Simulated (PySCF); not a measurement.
Polarisability and C₆ of Br(2+) (bromine, charge +2)

[Ar] 3d10 4s1 4p3 4d1, high-spin 6D determinant (an excited configuration). Computed with PySCF 2.14 in aug-cc-pVQZ-PP with one added diffuse shell each of s, p, d, f, g type with ECP10MDF (8s7p6d4f3g, 114 functions), with scalar relativity through the core potential. Coupled (time-dependent) response in atomic units; α is the mean over directions.

```tsv
method	mean α (bohr³)	α xx, yy, zz	C₆ (like pair)	S(−4)
UHF	17.32	20.86, 20.86, 10.24	86.57	240.7
PBE	19.18	23.37, 23.37, 10.81	95.17	356.2
```

S(−4) is the Cauchy moment in α(ω) = α(0) + S(−4) ω² + …

Spin-orbit coupling is absent.

α(iu) at PBE:

```tsv
u (hartree)	α(iu) (bohr³)
0	19.18
0.0500	18.36
0.100	16.53
0.200	12.86
0.300	10.24
0.500	6.946
0.750	4.611
1.00	3.244
1.50	1.836
2.00	1.185
3.00	0.6276
5.00	0.2789
```

For an ion, C₆ is the dispersion term alone; charge-induced terms of lower order in 1/R come first.

The components differ because the open shell of this determinant is not spherical; for a pure term their mean is the scalar polarisability.

Energies and moments cover only the electrons outside the core potential. The outer electron is Rydberg-like, and this basis confines it to a smaller radius and binds it less than a complete one would.
